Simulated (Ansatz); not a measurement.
Two isomers of C3H6Ge: A = `C[C]1=[CH][GeH2]1`, B = `[GeH3][C]1=CC1`.

Isolated molecules relaxed with PBE0-D4/def2-TZVP in Ansatz; ΔE leaves out vibrations. CCSD(T)/CBS adds triple-zeta CCSD(T) − MP2 to the extrapolated MP2 energy (def2 sets, frozen cores). Functionals use def2-TZVPP. B3LYP here is the variant with VWN-RPA as its local correlation; programs differ in this. For Ge outer-core shells are correlated without core-valence functions, which leaves a few kJ/mol of doubt a bond. Scalar relativity is left out up to krypton.

Question: Which is lower in electronic energy at CCSD(T)/CBS, and by how much? (Estimate.)

Answer: The calculation gave: A, by 50.2 kJ/mol.

Question: Give E(B) − E(A) in kJ/mol with B2PLYP, PBE-D4, CCSD/def2-TZVPP, HF/def2-TZVPP, ωB97M-V, MP2/def2-TZVPP, B3LYP. (Estimate.)

Answer: The calculation gave: B2PLYP 44.9, PBE-D4 48.3, CCSD/def2-TZVPP 41.3, HF/def2-TZVPP 30.3, ωB97M-V 42.7, MP2/def2-TZVPP 45.5, B3LYP 43.1. None reverses the order clearly.

Largest T1 diagnostic: 0.012.

In def2-TZVPP, CCSD(T) changes the Hartree–Fock value by +14.5 kJ/mol (the triples alone add +3.4 kJ/mol) and MP2 by +15.2 kJ/mol.
